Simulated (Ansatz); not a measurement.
A structure relaxed at PBE0-D4/def2-SVP in Ansatz, charge 0, singlet:

```tsv
atom	x (Å)	y (Å)	z (Å)
Sn1	-0.210	0.998	2.474
Sn2	2.470	-0.817	-0.720
Sn3	0.196	1.935	-0.307
Sn4	-2.337	-0.427	-1.278
Sn5	-0.328	-2.400	1.166
S6	-1.622	1.906	-1.864
S7	1.590	-0.718	1.829
S8	-2.061	-0.429	1.404
S9	2.284	1.584	-1.425
S10	0.017	-1.633	-1.279
```

(1) Give its formula and point group.

(2) Summarise the bond lengths by kind (pairs closer than 1.2 times the sum of covalent radii, bridged metal pairs left out).

Results:

(1) the cluster Sn₅S₅. Point group Cs (tolerance 0.1 Å).

(2) 13 × S–Sn 2.39 to 2.70 Å; 1 × Sn–Sn 2.96 Å.

In the def2 sets Sn takes a core potential; there is no spin–orbit coupling. Another isomer (singlet) lies 0.37 eV lower at PBE0-D4/def2-TZVP; other spin states weren't run for this one.
